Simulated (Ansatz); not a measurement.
Steps of a relaxation of `N[CH](O)[GeH3]` with RKS PBE-D4/def2-SVP.

```sh
$ ansatz run in.yaml --threads 4 --pin off --events-out ev --progress --plain --max-ram 10444MiB
```

```yaml
crystal:
  periodic: [false, false, false]
  atoms:
    - {symbol: N, position_ang: [-1.114600, 1.034000, 0.194300]}
    - {symbol: C, position_ang: [-0.058500, 0.194200, 0.527800]}
    - {symbol: O, position_ang: [-0.524600, -0.751200, 1.447500]}
    - {symbol: Ge, position_ang: [0.648600, -0.703900, -1.083200]}
    - {symbol: H, position_ang: [-0.793700, 1.822700, -0.463800]}
    - {symbol: H, position_ang: [-1.479100, 1.572800, 1.056100]}
    - {symbol: H, position_ang: [0.808300, 0.800900, 0.959400]}
    - {symbol: H, position_ang: [0.361600, -1.180800, 1.805400]}
    - {symbol: H, position_ang: [1.755400, -1.636500, -0.669100]}
    - {symbol: H, position_ang: [-0.581500, -1.546200, -1.661900]}
    - {symbol: H, position_ang: [1.043400, 0.336900, -2.091900]}
basis:
  gaussian: {orbitals: def2-SVP}
hamiltonian: {xc: pbe, dispersion: d4}
relax: {f_tol: 0.03, max_steps: 200}
```

Positions (Å) and forces (eV/Å) along the path, 5 of 5 steps:

```xyz
11
step=1 energy=-61180.4540 eV
N    -1.115    1.034    0.194   -2.032    3.300   -0.486
C    -0.059    0.194    0.528    1.987    0.491    0.369
O    -0.525   -0.751    1.448    2.308   -1.606    1.462
Ge    0.649   -0.704   -1.083   -1.798   -0.637   -0.246
H    -0.794    1.823   -0.464   -0.476   -1.410    0.929
H    -1.479    1.573    1.056    0.597   -0.963   -1.155
H     0.808    0.801    0.959    0.057   -0.464    0.227
H     0.362   -1.181    1.805   -2.449    0.920   -0.708
H     1.755   -1.637   -0.669    0.699   -0.444    0.137
H    -0.582   -1.546   -1.662    0.649    0.285    0.160
H     1.043    0.337   -2.092    0.458    0.528   -0.687
11
step=2 energy=-61180.8331 eV
N    -1.135    1.055    0.216   -0.686    1.294   -0.017
C    -0.033    0.223    0.562    0.711    0.112   -0.009
O    -0.513   -0.737    1.483    0.882   -0.626    0.556
Ge    0.592   -0.698   -1.105   -0.181   -0.133   -0.094
H    -0.849    1.792   -0.463   -0.118   -0.519    0.297
H    -1.470    1.584    1.055    0.171   -0.384   -0.385
H     0.849    0.781    1.021   -0.158   -0.213   -0.088
H     0.305   -1.169    1.861   -0.927    0.378   -0.295
H     1.762   -1.628   -0.720    0.193   -0.124    0.059
H    -0.537   -1.570   -1.723    0.045    0.099    0.097
H     1.093    0.310   -2.168    0.067    0.116   -0.120
11
step=3 energy=-61180.8736 eV
N    -1.155    1.075    0.230    0.007   -0.019   -0.014
C    -0.034    0.226    0.550    0.198    0.061    0.065
O    -0.510   -0.739    1.481   -0.235    0.090   -0.173
Ge    0.609   -0.703   -1.115   -0.015    0.038   -0.012
H    -0.885    1.787   -0.455    0.035    0.022   -0.115
H    -1.463    1.584    1.070   -0.006   -0.032    0.088
H     0.858    0.756    1.002   -0.108    0.013   -0.003
H     0.272   -1.161    1.865    0.223   -0.143    0.167
H     1.798   -1.637   -0.725   -0.076    0.043    0.008
H    -0.549   -1.550   -1.690    0.004   -0.039   -0.038
H     1.123    0.303   -2.193   -0.027   -0.033    0.025
11
step=4 energy=-61180.8785 eV
N    -1.145    1.071    0.225   -0.011    0.037    0.032
C    -0.022    0.228    0.555    0.013    0.002   -0.039
O    -0.507   -0.746    1.473   -0.027    0.008   -0.040
Ge    0.601   -0.697   -1.118    0.034    0.014    0.039
H    -0.874    1.782   -0.464    0.014   -0.001   -0.046
H    -1.462    1.576    1.065   -0.014   -0.006    0.035
H     0.856    0.765    1.020   -0.032   -0.023   -0.022
H     0.273   -1.160    1.883    0.036   -0.027    0.047
H     1.783   -1.630   -0.718   -0.006    0.002   -0.019
H    -0.548   -1.553   -1.702   -0.001    0.005    0.012
H     1.110    0.307   -2.198   -0.003   -0.012    0.001
11
step=5 energy=-61180.8793 eV
N    -1.146    1.074    0.227    0.011    0.029    0.016
C    -0.023    0.227    0.553   -0.016    0.009   -0.020
O    -0.509   -0.750    1.468    0.029   -0.027    0.002
Ge    0.604   -0.696   -1.118    0.006    0.005    0.013
H    -0.877    1.781   -0.466   -0.002   -0.016   -0.008
H    -1.459    1.579    1.069    0.000   -0.010   -0.001
H     0.854    0.762    1.020   -0.001   -0.008    0.000
H     0.271   -1.157    1.889   -0.026    0.015    0.001
H     1.785   -1.630   -0.723    0.003    0.002   -0.003
H    -0.546   -1.553   -1.699   -0.004    0.002    0.005
H     1.111    0.305   -2.200    0.000   -0.001   -0.004
```

It took 7.5 s on 4 threads of an Arm Neoverse V1 on a shared host, with 0.16 GiB of host memory at the peak.
